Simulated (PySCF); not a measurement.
# Electronic absorption of C6H11N

Compound: C₆H₁₁N.
InChI=1S/C6H11N/c1-3-6(4-2)5-7/h3-4,6H,1-2,5,7H2

Computed with TDDFT B3LYP/def2-SVPD, vertical, gas phase, core orbitals frozen in the response (PySCF 2.14.0, density-fitted response routines). Geometry: GFN2-xTB, one conformer, isolated molecule. Torsions of this conformer, `[CH2:1]=[CH:2][CH:3]([CH:4]=[CH2:5])[CH2:6][NH2:7]`: C1–C2–C3–C4 132°, C2–C3–C4–C5 -131°, C2–C3–C6–N7 -61°, H–N7–C6–C3 -60°, H–N7–C6–C3 60°.

List the vertical singlet excitations with oscillator strengths and describe the spectrum.

```
state  E (eV)  E (kJ/mol)  λ (nm)       f  |μ| (D)  main configurations (H = HOMO, L = LUMO)
   S1    5.20         502   238.4   0.013     0.80                                 H→L (97%)
   S2    6.04         583   205.3  0.0000     0.01                  H→L+1 (82%), H-1→L (17%)
   S3    6.13         591   202.3   0.014     0.78                               H→L+2 (95%)
   S4    6.46         624   191.8   0.017     0.83                               H→L+3 (92%)
   S5    6.47         624   191.7   0.190     2.78    H-1→L (72%), H→L+1 (16%), H-2→L+1 (9%)
   S6    6.57         634   188.6   0.030     1.09                H-2→L (74%), H-1→L+1 (21%)
   S7    6.80         656   182.2   0.042     1.28                               H→L+4 (88%)
   S8    7.04         679   176.1  0.0043     0.40                             H-1→L+2 (88%)
```

Triplets, Tamm–Dancoff:

```
state  E (eV)  λ (nm)  main configurations (H = HOMO, L = LUMO)
   T1    4.40   281.8     H→L (44%), H-2→L (28%), H-1→L+1 (24%)
   T2    4.45   278.9    H-1→L (68%), H-2→L+1 (18%), H→L+1 (9%)
   T3    5.28   234.9     H→L (52%), H-2→L (25%), H-1→L+1 (16%)
```

The lowest singlet comes at 238 nm (502 kJ/mol) in the ultraviolet; it is weak; its leading configuration is HOMO→LUMO (97%). The strongest level in the table is S5 at 6.47 eV (192 nm, f = 0.190). S4/S5 lie within about 0.01 eV of each other. Löwdin shares by element: HOMO nitrogen 49%, carbon 22% or more, hydrogen 5% or more (atoms not listed hold the other 24%); LUMO carbon 67% or more (atoms not listed hold the other 33%). Weighted by f, the mean energy of these states is 6.46 eV. The listed states span 1.84 eV, and the widest gap between neighbours is 0.84 eV (S1 to S2). Orbital energies (eV): HOMO-3 -9.16, HOMO-2 -7.74, HOMO-1 -7.38, HOMO -6.53, LUMO -0.50, LUMO+1 0.41, LUMO+2 0.53. The window holds the lowest 8 singlets.
